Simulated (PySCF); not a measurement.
PySCF 2.14 output of an unrestricted PBE0 calculation on a single atom or ion in Sapporo-DZP-2012 (4s3p1d, 18 functions), with scalar relativity by spin-free X2C-1e:

```
SCF conv_tol = 1e-09
number electrons alpha = 3  beta = 2
    C. Adamo and V. Barone.,  J. Chem. Phys. 110, 6158 (1999)
    M. Ernzerhof and G. E. Scuseria.,  J. Chem. Phys. 110, 5029 (1999)
cycle= 1 E= -37.3892001143071  delta_E= -0.00268  |g|= 0.009  |ddm|= 0.0469
cycle= 2 E= -37.3892587275115  delta_E= -5.86e-05  |g|= 0.00153  |ddm|= 0.00782
cycle= 3 E= -37.3892605199398  delta_E= -1.79e-06  |g|= 9.81e-05  |ddm|= 0.00166
cycle= 4 E= -37.3892605241022  delta_E= -4.16e-09  |g|= 1.13e-05  |ddm|= 0.00013
cycle= 5 E= -37.3892605241351  delta_E= -3.29e-11  |g|= 4.17e-07  |ddm|= 9.94e-06
converged SCF energy = -37.3892605241351  <S^2> = 0.75288385  2S+1 = 2.0028818
```

The run itself started from symmetry-adapted Hartree-Fock orbitals and held the occupation by maximum overlap, on a logarithmic radial grid, so the iterations belong to that start.

**Question.** Which element, charge and spin multiplicity is this?

**Answer.** C+ (carbon, charge +1), multiplicity 2; the state was [He] 2s2 2p1, 2P determinant.
